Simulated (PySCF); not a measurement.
CH7FO2Si2, SMILES [Si@@H](F)(O[SiH3])OC. The structure is a stationary point at r2SCAN-D4/def2-SVP. The structure was generated by enumeration; whether it is a known compound was not checked. Other conformers were not sampled.

Computed equilibrium geometry at r2SCAN-D4/def2-SVP (PySCF confirms it by a frequency run) as a Z-matrix (one conformer of several):
```
O
Si 1 1.6421
F 2 1.6235 1 106.15
O 2 1.6360 3 110.28 1 -120.01
C 4 1.4154 2 125.57 3 69.96
H 5 1.0998 4 108.38 2 170.74
H 5 1.1040 6 108.45 4 -120.91
H 5 1.1043 6 108.54 7 -117.93
Si 1 1.6664 2 144.08 3 9.01
H 2 1.4694 3 109.23 1 121.58
H 9 1.4881 1 107.87 2 172.31
H 9 1.4918 11 109.66 1 120.32
H 9 1.4920 11 109.50 12 119.92
```
Charge 0, spin multiplicity 1.
